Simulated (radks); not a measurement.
Values are calculated unless marked as measured or tabulated.
Question: The barium ion Ba2+, [Xe]. Code: a radial shooting solver on a logarithmic mesh with Libxc functionals. Model: non-relativistic Kohn-Sham, LDA (Slater exchange, Perdew-Wang correlation), spin-polarised, spherical densities, point nucleus. Every spin shell is full or empty, so the densities are truly spherical. Functionals are evaluated on that one density, not self-consistently. Rank these exchange functionals by their error against the exact value of the orbitals, and give that value: LDA, PBEsol, RPBE, WC, AM05, G96, EV93, TPSS, revTPSS, r2SCAN, Tao-Mo.

Answer: Exact: -188.765 hartree. From best to worst, with 100 (|E| - |E exact|)/|E exact| (equal figures are ties): r2SCAN -0.14, RPBE -0.25, TPSS -0.33, G96 +0.36, EV93 -0.39, WC -0.82, Tao-Mo -0.83, revTPSS -0.94, PBEsol -2.19, AM05 -4.35, LDA -4.65.
